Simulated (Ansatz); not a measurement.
Geometry optimisation, RKS r2SCAN-D4/def2-SVP in Ansatz.

The input (input.yaml):

```yaml
crystal:
  periodic: [false, false, false]
  atoms:
    - { symbol: Ti, position_ang: [0.0, 0.0, 0.0] }
    - { symbol: Cl, position_ang: [0.0, 0.0, 2.37] }
    - { symbol: F, position_ang: [1.7257, 0.0, -0.6094] }
    - { symbol: F, position_ang: [-0.8619, 1.4933, -0.6094] }
    - { symbol: O, position_ang: [-0.9043, -1.5667, -0.6394] }
    - { symbol: H, position_ang: [-1.359, -2.0324, 0.133] }
basis:
  gaussian: { orbitals: def2-SVP }
hamiltonian:
  xc: r2scan
  dispersion: d4
relax:
  f_tol: 0.02
  max_steps: 40
output:
  orbitals: {}
```

Run as:

```bash
$ ansatz run input.yaml --threads 2 --pin off --max-ram 3072MiB --backend cpu --events-out ev --progress --plain --runs-dir out
```

Question: Where does it end, and by what steps?

Answer: It converged. After 10 steps the energy has fallen by 0.858 eV; H6 moved furthest, 0.48 Å.

```json
{"step": "0", "energy less start (eV)": "0.0000", "largest force component (eV/Å)": "2.541", "accepted": "yes"}
{"step": "1", "energy less start (eV)": "-0.7332", "largest force component (eV/Å)": "1.391", "accepted": "yes"}
{"step": "2", "energy less start (eV)": "-0.7930", "largest force component (eV/Å)": "0.348", "accepted": "yes"}
{"step": "3", "energy less start (eV)": "-0.8072", "largest force component (eV/Å)": "0.262", "accepted": "yes"}
{"step": "4", "energy less start (eV)": "-0.8269", "largest force component (eV/Å)": "0.660", "accepted": "yes"}
{"step": "5", "energy less start (eV)": "-0.8510", "largest force component (eV/Å)": "0.445", "accepted": "yes"}
{"step": "6", "energy less start (eV)": "-0.8510", "largest force component (eV/Å)": "0.448", "accepted": "yes"}
{"step": "7", "energy less start (eV)": "-0.7981", "largest force component (eV/Å)": "1.891", "accepted": "no"}
{"step": "8", "energy less start (eV)": "-0.8538", "largest force component (eV/Å)": "0.219", "accepted": "yes"}
{"step": "9", "energy less start (eV)": "-0.8564", "largest force component (eV/Å)": "0.253", "accepted": "yes"}
{"step": "10", "energy less start (eV)": "-0.8582", "largest force component (eV/Å)": "0.006", "accepted": "yes"}
```

```xyz
6
Properties=species:S:1:pos:R:3
Ti 0.041 -0.027 0.101
Cl 0.131 0.176 2.288
F 1.636 0.004 -0.592
F -0.906 1.284 -0.538
O -0.723 -1.548 -0.326
H -1.578 -1.995 -0.288
```

Whether the end is a true minimum wasn't checked by a vibrational analysis.

Run time: 50 s on 2 threads of Arm Neoverse V2, on a shared host, peak memory 0.18 GiB.
